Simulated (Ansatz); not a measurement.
One change: `C[O][Ta]([NH2])([F])=[S]` becomes `[NH2][Ta]([NH2])([F])=[S]`.

Ansatz, PBE0-D4/def2-TZVP geometries, multiplicity 1. Each molecule was computed in one conformer, which needn't be the lowest.

Elements past krypton have def2 core potentials.

| property | `C[O][Ta]([NH2])([F])=[S]` |
| --- | --- |
| HOMO–LUMO gap (ωB97M-V/def2-TZVPP) / eV | 10.29 |
| zero-point energy (PBE0-D4/def2-TZVP) / kJ/mol | 186.2 |
| LUMO energy (PBE0/def2-TZVPP) / eV | -1.28 |
| HOMO energy (B3LYP/def2-TZVPP) / eV | -7.14 |
| HOMO–LUMO gap (PBE/def2-TZVPP) / eV | 4.15 |
| size of the dipole moment (ωB97M-V/def2-TZVPP) / D | 4.16 |

(1) What does the change do to each property? (An estimate is asked.)

Answers

(1) Ansatz gave: 
| property | `[NH2][Ta]([NH2])([F])=[S]` | shift |
| --- | --- | --- |
| HOMO–LUMO gap (ωB97M-V/def2-TZVPP) / eV | 10.37 | 0.08 |
| zero-point energy (PBE0-D4/def2-TZVP) / kJ/mol | 141.9 | -44.3 |
| LUMO energy (PBE0/def2-TZVPP) / eV | -1.22 | 0.06 |
| HOMO energy (B3LYP/def2-TZVPP) / eV | -7.17 | -0.03 |
| HOMO–LUMO gap (PBE/def2-TZVPP) / eV | 4.22 | 0.07 |
| size of the dipole moment (ωB97M-V/def2-TZVPP) / D | 4.58 | 0.42 |

The zero-point energy changes by -44.3 kJ/mol with -6 modes. Dipoles are sizes alone; their direction can turn.

Positive LUMOs are unbound, so they and the gaps depend on the basis.

B3LYP here is the variant with VWN-RPA as its local correlation; programs differ in this.
